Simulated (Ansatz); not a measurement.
Reaction (ligand exchange at the Si–N bond): `F[SiH2]N[Si](F)(Cl)Cl` + H₂S → `F[Si](S)(Cl)Cl` + `N[SiH2]F`

Program: Ansatz. Geometries: PBE0-D4/def2-TZVP. ΔE: electronic, gas phase. CCSD(T)/CBS adds triple-zeta CCSD(T) − MP2 to the extrapolated MP2 energy (def2 sets, frozen cores). This one scheme is used for every species. DFT in def2-TZVPP. Each species was taken in one conformer, which may not be the lowest.

| species | r2SCANh-D4 energy (Eh) |
| --- | --- |
| `F[SiH2]N[Si](F)(Cl)Cl` | -1755.87242 |
| H₂S | -399.37252 |
| `F[Si](S)(Cl)Cl` | -1708.67856 |
| `N[SiH2]F` | -446.56145 |

(1) Work out ΔE.

Largest T1 diagnostic among the species: 0.011.

Answers

(1) ΔE = (-1708.67856) + (-446.56145) − (-1755.87242) − (-399.37252) = 0.00493 Eh = +12.9 kJ/mol. CCSD(T)/CBS gives +16.6 kJ/mol.

The D4 term adds +4.4 kJ/mol with B3LYP and +3.0 kJ/mol with PBE0; it sums over pairs of atoms, weighted by their polarisabilities, and B3LYP, whose exchange is more repulsive, gets the larger term. From PBE to PBE0 (25 % exact exchange), in def2-TZVPP and without D4, ΔE moves by +5.1 kJ/mol.

B3LYP here is the variant with VWN-RPA as its local correlation; programs differ in this.
